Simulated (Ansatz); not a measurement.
Reaction (redistribution): `[OH][Ge]([OH])([Cl])[Cl]` + `C[O][InH2]` → `C[O][Ge]([OH])([Cl])[Cl]` + `[OH][InH2]`

Gas-phase electronic energies from Ansatz, PBE0-D4/def2-TZVP geometries. CBS: MP2 limit from def2 TZ/QZ plus the TZ coupled-cluster correction, frozen cores. Functionals use def2-TZVPP. def2 core potentials past Kr. For Ge, In outer-core shells are correlated without core-valence functions, which leaves a few kJ/mol of doubt a bond. Scalar relativity is left out up to krypton. Each species was taken in one conformer, which may not be the lowest.

| level | ΔE (kcal/mol) |
| --- | --- |
| PBE-D4 | -1.4 |
| r2SCAN-D4 | -1.5 |
| ωB97X-V | -2.0 |
| ωB97M-V | -2.0 |
| CCSD/def2-TZVPP | -1.9 |
| CCSD(T)/def2-TZVPP | -2.0 |
| MP2/def2-QZVPP | -2.3 |
| HF/CBS(def2) | -1.5 |

What does CCSD(T)/CBS give? (An estimate is asked.)

Computed: -2.1 kcal/mol. The listed levels differ from it by 0.7, 0.6, 0.1, 0.1, 0.2, 0.1, -0.2, 0.6 kcal/mol.

Largest T1 diagnostic among the species: 0.017.
